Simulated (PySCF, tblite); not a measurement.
Compound: C6H7NO.
Bonds: C1–C2 (double), C2–C3 (double), C3–C4 (double), C4–C5, C5–C6, C6–N7, C6–O8 (double). Hydrogens: H9, H10 on C1; H11 on C4; H12, H13 on C5; H14, H15 on N7.

Structure optimised with GFN2-xTB, isolated species.

Problem. Give the optimised bond lengths and angles.

Solution. 
| bond | length (pm) | order |
| --- | --- | --- |
| C1=C2 | 130.8 | double |
| C2=C3 | 125.9 | double |
| C3=C4 | 131.3 | double |
| C4–C5 | 149.7 | single |
| C5–C6 | 153.3 | single |
| C6–N7 | 135.1 | single |
| C6=O8 | 120.7 | double |
| C1–H9, C1–H10 | 107.8 | single |
| C4–H11 | 108.2 | single |
| C5–H12, C5–H13 | 109.1 | single |
| N7–H14 | 100.6 | single |
| N7–H15 | 100.6 | single |

Bonds in one row agree within 1 pm and their mean is given. Orders are formal, as drawn. A selection of angles:
| angle | degrees |
| --- | --- |
| C2–C1–H9 | 121.5 |
| H9–C1–H10 | 117.0 |
| C1–C2–C3 | 178.8 |
| C2–C3–C4 | 178.0 |
| C3–C4–C5 | 123.3 |
| C3–C4–H11 | 119.9 |
| C5–C4–H11 | 116.6 |
| C4–C5–C6 | 109.9 |
| C4–C5–H12 | 110.7 |
| C6–C5–H12 | 107.8 |
| H12–C5–H13 | 109.7 |
| C5–C6–N7 | 113.0 |
| C5–C6–O8 | 123.5 |
| N7–C6–O8 | 123.5 |
| C6–N7–H14 | 121.0 |
| C6–N7–H15 | 119.1 |
| H14–N7–H15 | 119.0 |

Torsions: C3–C4–C5–C6 -92° (anticlinal); C4–C5–C6–N7 61° (synclinal). The mirror-image conformer, all signs reversed, is as good.

N7 (amide nitrogen) is almost planar (angles 121.0°, 119.1° and 119.0°, sum 359.1°, 0.06 Å off the plane of its three neighbours). The C–C distances run from 1.259 Å (C2=C3, drawn double) to 1.533 Å (C5–C6, drawn single), a spread of 0.274 Å. Of the pairs four or more bonds apart, C3···H14 is among the closest relative to their van der Waals radii: 2.56 Å, 88 % of the sum of Bondi's values.

Point group: C1 (no symmetry element, even within 0.4 Å). Its GFN2-xTB frequencies are all real (lowest 27 cm⁻¹). The numbers are those of one conformer (C3–C4–C5–C6 -92°, C4–C5–C6–N7 61°, C5–C6–N7–H -8° and -177°).

These are computed values.
